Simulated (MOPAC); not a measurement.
A run for MOPAC: PM7 on AlRu, 2S+1 = 4, a spin state set in the input, which need not be the lowest, a point of a bond scan (R = 2.388 Å).

```
PM7 1SCF PRECISE CHARGE=0 UHF MS=1.5 THREADS=1
AlRu

Ru     0.00000000 1     0.00000000 1     0.00000000 1
Al     0.00000000 1     0.00000000 1     2.38758100 1
```

It printed:

```
*******************************************************************************
 **                                                                           **
 **                              MOPAC v23.2.5                                **
 **                                                                           **
 *******************************************************************************
 ** MOPAC's Digital Object Identifier: https://doi.org/10.5281/zenodo.6511958 **
 **                                                                           **
 ** Please cite the open-source release paper for use of this MOPAC version:  **
 ** J. E. Moussa and J. J. P. Stewart (2026)                                  **
 ** MOPAC: An open-source semiempirical molecular orbital program             **
 ** J. Open Source Softw., 11(119), 8025, https://doi.org/10.21105/joss.08025 **
 *******************************************************************************

                              PM7 CALCULATION RESULTS

 *******************************************************************************
 *  PM7        - The PM7 Hamiltonian to be used
 *  UHF        - UNRESTRICTED HARTREE-FOCK CALCULATION
 *
 *
 *
 *                 CHARGE ON SYSTEM = 0
 *
 *
 *
 *  MS=        - IN MECI, MAGNETIC COMPONENT OF SPIN =  1.5
 *  PRECISE    - TIGHTER CRITERIA TO BE USED
 *  1SCF       - DO 1 SCF AND THEN STOP
 *  THREADS=1  - MULTI-THREADING NOT USED
 *  T=         - A TIME OF 172800.0 SECONDS REQUESTED
 *  DUMP=N     - RESTART FILE WRITTEN EVERY 7200.0 SECONDS REQUESTED
 *******************************************************************************
PM7 1SCF PRECISE CHARGE=0 UHF MS=1.5 THREADS=1
 AlRu

   ATOM   CHEMICAL          X               Y               Z
  NUMBER   SYMBOL      (ANGSTROMS)     (ANGSTROMS)     (ANGSTROMS)

     1      Ru          0.00000000  *   0.00000000  *   0.00000000  *
     2      Al          0.00000000  *   0.00000000  *   2.38758100  *



          CARTESIAN COORDINATES

    NO.       ATOM           X           Y           Z

     1        Ru          0.0000      0.0000      0.0000
     2        Al          0.0000      0.0000      2.3876

 General Reference for PM7:
 "Optimization of Parameters for Semiempirical Methods VI: More Modifications to the
 NDDO Approximations and Re-optimization of Parameters", J. J. P. Stewart, J. Mol. Mod., 1:32, 19 (2013)
 https://link.springer.com/article/10.1007/s00894-012-1667-x

           Empirical Formula: Ru Al  =     2 atoms



      MOLECULAR POINT GROUP   :   C*v


          UHF CALCULATION, NO. OF ALPHA ELECTRONS =    7
                           NO. OF BETA  ELECTRONS =    4

 -------------------------------------------------------------------------------
 PM7 1SCF PRECISE CHARGE=0 UHF MS=1.5 THREADS=1
 AlRu



     1SCF WAS SPECIFIED, SO BFGS WAS NOT USED
     SCF FIELD WAS ACHIEVED


                              PM7 CALCULATION
                                                       MOPAC v23.2.5 Linux




          FINAL HEAT OF FORMATION =        165.56596 KCAL/MOL =     692.72796 KJ/MOL


          COSMO AREA              =        114.62 SQUARE ANGSTROMS
          COSMO VOLUME            =        108.41 CUBIC ANGSTROMS

          IONIZATION POTENTIAL    =          8.732610 EV
          ALPHA SOMO LUMO (EV)    =         -8.733 -1.416
          BETA  SOMO LUMO (EV)    =         -9.065 -2.822
          NO. OF ALPHA ELECTRONS  =          7
          NO. OF BETA  ELECTRONS  =          4
          MOLECULAR WEIGHT        =        128.0515         POINT GROUP:  C*v

          MOLECULAR DIMENSIONS (Angstroms)

            Atom       Atom       Distance
           Al     2   Ru     1     2.38758
           Al     2   Ru     1     0.00000
           Ru     1   Al     2     0.00000


          SCF CALCULATIONS        =          1





   ATOM   CHEMICAL          X               Y               Z
  NUMBER   SYMBOL      (ANGSTROMS)     (ANGSTROMS)     (ANGSTROMS)

     1      Ru          0.00000000  *   0.00000000  *   0.00000000  *
     2      Al          0.00000000  *   0.00000000  *   2.38758100  *

                             CARTESIAN COORDINATES

   1   Ru        0.000000000     0.000000000     0.000000000
   2   Al        0.000000000     0.000000000     2.387581000


           Empirical Formula: Ru Al  =     2 atoms



      MOLECULAR POINT GROUP   :   C*v


          ALPHA EIGENVALUES
 -13.86194  -9.80155  -9.65597  -9.65597  -9.58750  -9.58750  -8.73261  -1.41626
  -1.41626  -0.77816  -0.17005  -0.17005   2.08940  17.46680  17.46680  18.30662
  18.30663  18.75028


           BETA EIGENVALUES
 -13.64071  -9.37704  -9.06487  -9.06487  -2.82198  -2.82198  -2.41260  -0.30816
  -0.30816   1.03931   1.97112   2.11815   2.11815  17.67034  17.67034  18.08308
  18.08308  18.38697


              NET ATOMIC CHARGES AND DIPOLE CONTRIBUTIONS

  ATOM NO.   TYPE          CHARGE      No. of ELECS.   s-Pop       p-Pop       d-Pop
    1         Ru          -0.575498        8.5755     1.51420     0.23203     6.82927
    2         Al           0.575498        2.4245     1.95054     0.30377     0.17019
 DIPOLE           X         Y         Z       TOTAL
 POINT-CHG.     0.000     0.000     6.600     6.600
 HYBRID        -0.000     0.000    -0.872     0.872
 SUM           -0.000     0.000     5.728     5.728


          ATOMIC ORBITAL ELECTRON POPULATIONS

     Atom    s        px        py        pz      x^2-y^2     xz        z^2       yz        xy
    1 Ru   1.51420   0.03146   0.03146   0.16910   0.99246   1.87281   1.09873   1.87281   0.99246
    2 Al   1.95054   0.02804   0.02804   0.24769   0.00754   0.06769   0.01973   0.06769   0.00754


                    (SZ)    =    1.500000
                    (S**2)  =    4.181014


          ATOMIC ORBITAL SPIN POPULATIONS

    Atom   Total    s     px     py     pz   x^2-y^2  xz     z^2    yz     xy
         Atomic
    1 Ru  3.1048  0.308 -0.006 -0.006 -0.054  0.992  0.025  0.828  0.025  0.992
    2 Al -0.1048  0.005 -0.012 -0.012 -0.077  0.008 -0.007 -0.010 -0.007  0.008

 **********************
 *                    *
 * JOB ENDED NORMALLY *
 *                    *
 **********************




 == MOPAC DONE ==
```

The run finished. Its determinant has ⟨S²⟩ = 4.18, a mixture of spin states.

Cost: roughly 0.03 core-seconds.
